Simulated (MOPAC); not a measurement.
MOPAC input (PM6):

```
PM6 PRECISE GNORM=0.05 LET XYZ GEO-OK AUX(PRECISION=9) THREADS=1
Br2Ge

Ge   -0.00240866 1   -0.00173413 1    1.02787132 1
Br    1.02520451 1   -1.51961699 1   -0.47004929 1
Br   -1.02300231 1    1.52120248 1   -0.46971877 1
```

Output:

```
 *******************************************************************************
 **                                                                           **
 **                              MOPAC v23.2.5                                **
 **                                                                           **
 *******************************************************************************
 ** MOPAC's Digital Object Identifier: https://doi.org/10.5281/zenodo.6511958 **
 **                                                                           **
 ** Please cite the open-source release paper for use of this MOPAC version:  **
 ** J. E. Moussa and J. J. P. Stewart (2026)                                  **
 ** MOPAC: An open-source semiempirical molecular orbital program             **
 ** J. Open Source Softw., 11(119), 8025, https://doi.org/10.21105/joss.08025 **
 *******************************************************************************

                              PM6 CALCULATION RESULTS

 *******************************************************************************
 *  PM6        - The PM6 Hamiltonian to be used
 *  GEO-OK     - OVERRIDE INTERATOMIC DISTANCE AND OTHER SAFETY CHECKS
 *  LET        - OVERRIDE SOME SAFETY CHECKS
 *  PRECISE    - TIGHTER CRITERIA TO BE USED
 *  XYZ        - CARTESIAN COORDINATE SYSTEM TO BE USED
 *  GNORM      - EXIT WHEN GRADIENT NORM DROPS BELOW 0.050
 *  AUX        - OUTPUT AUXILIARY INFORMATION
 *******************************************************************************
PM6 PRECISE GNORM=0.05 LET XYZ GEO-OK AUX(PRECISION=9) THREADS=1
 Br2Ge

   ATOM   CHEMICAL          X               Y               Z
  NUMBER   SYMBOL      (ANGSTROMS)     (ANGSTROMS)     (ANGSTROMS)

     1      Ge         -0.00240866  *  -0.00173413  *   1.02787132  *
     2      Br          1.02520451  *  -1.51961699  *  -0.47004929  *
     3      Br         -1.02300231  *   1.52120248  *  -0.46971877  *

          CARTESIAN COORDINATES

    NO.       ATOM           X           Y           Z

     1        Ge         -0.0024     -0.0017      1.0279
     2        Br          1.0252     -1.5196     -0.4700
     3        Br         -1.0230      1.5212     -0.4697

 General Reference for PM6:
 "Optimization of Parameters for Semiempirical Methods V: Modification of NDDO Approximations
 and Application to 70 Elements", J. J. P. Stewart, J. Mol. Mod., 13, 1173-1213 (2007)
 URL: https://link.springer.com/article/10.1007/s00894-007-0233-4

           Empirical Formula: Ge Br2  =     3 atoms

      MOLECULAR POINT GROUP   :   C2v

      RHF CALCULATION, NO. OF DOUBLY OCCUPIED LEVELS = 9

          Geometry optimization using EF

          DIAGONAL MATRIX USED AS START HESSIAN

 CYCLE:     1  GRAD.:    13.390 HEAT: -1.875978
 CYCLE:     2  GRAD.:     8.453 HEAT: -2.073016
 CYCLE:     3  GRAD.:     1.195 HEAT: -2.180013
 CYCLE:     4  GRAD.:     0.864 HEAT: -2.186483
 CYCLE:     5  GRAD.:     0.033 HEAT: -2.193542

     GRADIENT =  0.03267 IS LESS THAN CUTOFF =  0.05000

 -------------------------------------------------------------------------------
 PM6 PRECISE GNORM=0.05 LET XYZ GEO-OK AUX(PRECISION=9) THREADS=1
 Br2Ge

     GEOMETRY OPTIMISED USING EIGENVECTOR FOLLOWING (EF).
     SCF FIELD WAS ACHIEVED

                              PM6 CALCULATION
                                                       MOPAC v23.2.5 Linux

          FINAL HEAT OF FORMATION =         -2.19354 KCAL/MOL =      -9.17778 KJ/MOL

          COSMO AREA              =        124.38 SQUARE ANGSTROMS
          COSMO VOLUME            =        116.87 CUBIC ANGSTROMS

          GRADIENT NORM           =          0.03267          =       0.01886 PER ATOM
          IONIZATION POTENTIAL    =          9.200820 EV
          HOMO LUMO ENERGIES (EV) =         -9.201 -2.309
          NO. OF FILLED LEVELS    =          9
          MOLECULAR WEIGHT        =        232.3980         POINT GROUP:  C2v

          MOLECULAR DIMENSIONS (Angstroms)

            Atom       Atom       Distance
           Br     3   Br     2     3.67647
           Br     2   Ge     1     1.42913
           Br     3   Br     2     0.00000

          SCF CALCULATIONS        =          6

   ATOM   CHEMICAL          X               Y               Z
  NUMBER   SYMBOL      (ANGSTROMS)     (ANGSTROMS)     (ANGSTROMS)

     1      Ge         -0.00229974  *  -0.00165571  *   0.98139048  *
     2      Br          1.02799474  *  -1.52387387  *  -0.44789850  *
     3      Br         -1.02589636  *   1.52538462  *  -0.44756707  *

                             CARTESIAN COORDINATES

   1   Ge       -0.002299740    -0.001655711     0.981390477
   2   Br        1.027994740    -1.523873871    -0.447898504
   3   Br       -1.025896355     1.525384617    -0.447567066

           Empirical Formula: Ge Br2  =     3 atoms

      MOLECULAR POINT GROUP   :   C2v

                  EIGENVALUES
 -27.79336 -27.71786 -17.81425 -12.65233 -11.79640 -11.70490 -10.90989 -10.61473
  -9.20082  -2.30877  -1.11651  -0.97710 112.92322 113.23529 113.34161 114.44313
 114.44625 114.85275 114.88153 115.76623 115.89251 116.15068

              NET ATOMIC CHARGES AND DIPOLE CONTRIBUTIONS

  ATOM NO.   TYPE          CHARGE      No. of ELECS.   s-Pop       p-Pop       d-Pop
    1         Ge           0.637770        3.3622     1.81847     1.54376
    2         Br          -0.318885        7.3189     1.98152     5.33331     0.00405
    3         Br          -0.318885        7.3189     1.98152     5.33331     0.00405
 DIPOLE           X         Y         Z       TOTAL
 POINT-CHG.    -0.010    -0.007     4.378     4.378
 HYBRID         0.006     0.004    -2.641     2.641
 SUM           -0.004    -0.003     1.737     1.737

          ATOMIC ORBITAL ELECTRON POPULATIONS

     Atom    s        px        py        pz      x^2-y^2     xz        z^2       yz        xy
    1 Ge   1.81847   0.31354   0.44000   0.79023
    2 Br   1.98152   1.81617   1.72281   1.79433   0.00035   0.00074   0.00046   0.00150   0.00099
    3 Br   1.98152   1.81742   1.72148   1.79442   0.00036   0.00073   0.00046   0.00151   0.00099

 **********************
 *                    *
 * JOB ENDED NORMALLY *
 *                    *
 **********************

 == MOPAC DONE ==
```

The geometry given is a B3LYP-D3(BJ)/def2-TZVP minimum.
